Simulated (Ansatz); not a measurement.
Cl2GeH4OSi (`[OH][Ge]([SiH3])([Cl])[Cl]`). Charge 0, multiplicity 1. Correlated methods include outer-core shells of Ge, which these sets cover unevenly. Scalar relativity is left out up to krypton.

```csv
atom,x (Å),y (Å),z (Å)
O1,0.341,-0.129,2.023
Ge2,-0.554,-0.253,0.512
Si3,0.803,0.436,-1.316
Cl4,-1.237,-2.286,0.297
Cl5,-2.344,0.934,0.689
H6,-0.170,-0.397,2.793
H7,-0.023,0.299,-2.538
H8,1.989,-0.451,-1.369
H9,1.195,1.847,-1.091
```

Question: Give the diagnostics of a CCSD(T)/def2-TZVPP run (frozen core, Ansatz). (An estimate is asked.)

Answer: Ansatz gave: T1 = 0.0111, largest single amplitude 0.022, largest double 0.024, (T) share of the correlation energy 3.9 %, 9 CCSD cycles. The RHF solution is stable towards an unrestricted one. T1 lies under the customary mark of 0.02 for closed shells.
